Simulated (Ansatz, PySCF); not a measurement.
This PySCF input computes a PBE0/def2-TZVPD energy:

```python
from pyscf import gto, scf, dft

mol = gto.M(
    atom='''
    C    -1.94061099    0.06618465    0.16280738
    C    -0.62160910   -0.19048436   -0.42344593
    O    -0.10581581   -0.62061179   -1.34929392
    O     0.52589623    0.45781394    0.69306681
    C     1.95413285    0.15304180    0.49379757
    H    -2.69327212   -0.24422316   -0.56097742
    H    -2.04311369    1.12903427    0.38740779
    H    -2.05625239   -0.50909661    1.08408693
    H     2.11213893    0.15037017   -0.57922365
    H     2.51390368    0.95774325    0.96147219
    H     2.18181966   -0.81658684    0.92807905
    H     0.27265613    0.46268908    1.63001780
    ''',
    basis='def2-tzvpd',
    charge=1,
    spin=0,
    verbose=4,
)

mf = dft.RKS(mol, xc='pbe0').density_fit(auxbasis='def2-universal-jkfit')
mf.grids.level = 3
mf.conv_tol = 1e-9
mf.max_cycle = 100
mf.max_memory = 1500
mf.kernel()
if not mf.converged:
    mf = mf.newton()
    mf.kernel(mf.make_rdm1())
mf.analyze()
```

**Question.** Write an input for the same energy in Ansatz (a quantum-chemistry and plane-wave program) and say what it gives.

**Answer.** 
Ansatz 0.2 input:
```yaml
crystal:
  periodic: [false, false, false]
  atoms:
    - {symbol: C, position_ang: [-1.94061099, 0.06618465, 0.16280738]}
    - {symbol: C, position_ang: [-0.62160910, -0.19048436, -0.42344593]}
    - {symbol: O, position_ang: [-0.10581581, -0.62061179, -1.34929392]}
    - {symbol: O, position_ang: [0.52589623, 0.45781394, 0.69306681]}
    - {symbol: C, position_ang: [1.95413285, 0.15304180, 0.49379757]}
    - {symbol: H, position_ang: [-2.69327212, -0.24422316, -0.56097742]}
    - {symbol: H, position_ang: [-2.04311369, 1.12903427, 0.38740779]}
    - {symbol: H, position_ang: [-2.05625239, -0.50909661, 1.08408693]}
    - {symbol: H, position_ang: [2.11213893, 0.15037017, -0.57922365]}
    - {symbol: H, position_ang: [2.51390368, 0.95774325, 0.96147219]}
    - {symbol: H, position_ang: [2.18181966, -0.81658684, 0.92807905]}
    - {symbol: H, position_ang: [0.27265613, 0.46268908, 1.63001780]}
basis:
  gaussian:
    orbitals: def2-TZVPD
hamiltonian:
  xc: {name: PBE0}
total_charge: 1
output: {forces: true}
```
It gives -268.48365 Eh, and PySCF -268.48374 Eh, a difference of 0.09 mEh, from the treatment of integrals and grids.

It need not be the lowest isomer of its formula.
